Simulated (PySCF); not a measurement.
B(Vi)(OH)(NH2), C2H6BNO, SMILES B(N)(C=C)O, PBE0/def2-SVP optimised geometry. Atoms within 1.6 Å of the plane z = 1.0 Å (x, y, z in Å): B1 (0.37, 0.21, 0.00), C2 (-0.42, -1.15, 0.00), C3 (-1.75, -1.22, -0.01), H4 (0.14, -2.10, 0.01), H5 (-2.30, -2.17, -0.01), H6 (-2.36, -0.30, -0.02), O7 (-0.37, 1.37, 0.00), H8 (0.16, 2.17, 0.00), N9 (1.78, 0.21, 0.00), H10 (2.36, 1.04, 0.00), H11 (2.31, -0.65, 0.00).

Computed with PBE0/def2-TZVP in PySCF.

Map of the log10 of the electron density (e/bohr³), floored at −4 on the plane z = 1.0 Å:

```
|00000000000000000000000000000|
|00000000000000000000000000000|
|00000000000000000000000000000|
|00000000000000000000000000000|
|00000000000012221000000000000|
|00000000001234443200000000000|
|00000000023455554320000000000|
|00000000235667765432221100000|
|00000001346788876543333210000|
|00000001356899986555555421000|
|00000002357899987666776532000|
|00000122356899987778887642000|
|00001334445788888899987642000|
|00013455555678888999998642100|
|00024566666678888999998642000|
|00124677777788888889987642000|
|00134678888899987777877542000|
|00134678999999987666666431000|
|00124678999999887544554320000|
|00124678899999876543333210000|
|00124678888888876532111000000|
|00024567776677776431000000000|
|00023556655556665421000000000|
|00012345443344444310000000000|
|00001233322222332100000000000|
|00000011110001110000000000000|
|00000000000000000000000000000|
|00000000000000000000000000000|
|00000000000000000000000000000|
```
Scale: ten equal steps from -4.00 (start of '0') to -1.34 (end of '9'), in the order '0123456789'; x runs from -4.50 to 4.50, y from -4.50 (bottom) to 4.50 (top).
